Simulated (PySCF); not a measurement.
**Dipole response of Se⁺ (selenium, charge +1)**

[Ar] 3d10 4s2 4p3, high-spin 4S determinant. Computed with PySCF 2.14 in x2c-QZVPPall with one added diffuse shell each of s, p, d, f type (12s9p6d5f1g, 113 functions), with the spin-free X2C one-electron Hamiltonian (Gaussian nucleus). Coupled (time-dependent) response in atomic units; α is the mean over directions.

```csv
method,mean α (bohr³),C₆ (like pair),S(−4)
HSE06,14.16,87.62,48.23
```

S(−4) is the Cauchy moment in α(ω) = α(0) + S(−4) ω² + …

α(iu) at HSE06:

```csv
u (hartree),α(iu) (bohr³)
0,14.16
0.0500,14.04
0.100,13.69
0.200,12.49
0.300,10.93
0.500,7.940
0.750,5.313
1.00,3.721
1.50,2.115
2.00,1.391
3.00,0.7754
5.00,0.3796
```

A single London oscillator, α(iu) = α/(1 + u²/ω²), gives C₆ = (3/4) ω α². Matching the computed C₆ needs ω = 4 × 87.62 / (3 × 14.16²) = 0.583 hartree.

For an ion, C₆ is the dispersion term alone; charge-induced terms of lower order in 1/R come first.
